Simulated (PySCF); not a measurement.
C3H5ClGe. Atoms are numbered in the order given.

```xyz
10

Cl     3.1065     0.0970    -0.7487
C      1.9084    -0.9186     0.0246
C      0.8152    -0.4394     0.5864
C     -0.3035     0.0237     1.1009
Ge    -1.9391     0.2248     0.0311
H      2.1535    -1.9924     0.0061
H     -0.3391     0.3199     2.1671
H     -3.0739    -0.6224     0.6661
H     -2.3721     1.7147     0.0327
H     -1.6465    -0.2550    -1.4092
```
Charge 0, spin multiplicity 1.

Geometry: PBE-D3(BJ)/def2-SVP. The structure was generated by enumeration; whether it is a known compound was not checked.

All values below come from PySCF 2.14.0 with PBE-D3(BJ)/def2-SVP.

Frequencies are harmonic and unscaled.

Question: List the normal modes with their intensities. (The exact figures need the calculation; the answer reports its results.)

Answer: 
```csv
mode,ν (cm⁻¹),IR (km/mol),moving atoms (share of kinetic energy)
1,68,0.1,"Cl 37 %, Ge 22 %, H 21 %, C 19 %"
2,75,0.0,"H 77 %, Cl 9 %, C 9 %"
3,165,0.6,"C 65 %, H 24 %"
4,207,0.5,"C 61 %, Cl 19 %, H 16 %"
5,390,18.7,"C 71 %, H 17 %, Ge 11 %"
6,468,14.7,"H 47 %, C 37 %, Cl 12 %"
7,537,0.6,"C 48 %, H 39 %, Cl 9 %"
8,538,12.5,"H 73 %, C 20 %"
9,670,13.8,"H 49 %, C 46 %"
10,679,49.3,"C 49 %, H 47 %"
11,756,69.6,"C 74 %, Cl 17 %"
12,796,186.8,H 96 %
13,811,49.1,"H 86 %, C 14 %"
14,850,11.3,H 97 %
15,855,40.3,H 99 %
16,1053,3.9,"H 76 %, C 24 %"
17,1149,3.8,"H 82 %, C 17 %"
18,1294,69.0,"C 79 %, H 21 %"
19,1998,13.3,C 98 %
20,2076,112.7,H 99 %
21,2084,107.4,H 98 %
22,2113,77.3,H 98 %
23,3055,0.6,"H 92 %, C 8 %"
24,3124,6.8,"H 92 %, C 8 %"
```
